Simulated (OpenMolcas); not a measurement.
# Ionisation energies of cerium

```json
{"Program": "OpenMolcas 26.06", "Basis": "ANO-R2 [8s6p5d2f1g]", "Scalar Hamiltonian": "X2C, finite nucleus", "Spin-orbit coupling": "state interaction with AMFI integrals over the reference wave functions, term energies averaged over their components"}
```

Active shells in each charge state: the valence f shell, with orbitals averaged over the low states. Where CASPT2's correlated closed shells are named, they are those of the first ion.

A. CASSCF
B. SS-CASPT2, IPEA 0.25 Eh, imaginary shift 0.1 Eh (closed shells correlated: 5s 5p)
C. SS-CASPT2, IPEA 0.25 Eh, imaginary shift 0.1 Eh (closed shells correlated: 4d 5s 5p)
D. SS-CASPT2, IPEA 0 Eh, imaginary shift 0.1 Eh (closed shells correlated: 5s 5p)

Energies in eV between the lowest computed levels, named as in B; reference values from the NIST Atomic Spectra Database with their kind.

```
           From               To       A       B       C       D  Spin-orbit share in B                Reference
   Ce2+ 4f2 3H4  Ce3+ 4f 2F* 5/2  18.291  19.563  19.358  19.695                 +0.073  20.197 (semi-empirical)
Ce3+ 4f 2F* 5/2     Ce4+ 5p6 1S0  35.137  35.859  35.324  35.875                 +0.172  36.906 (semi-empirical)
```

The lowest level within the active space need not be the ion's true ground level.

* marks odd parity.
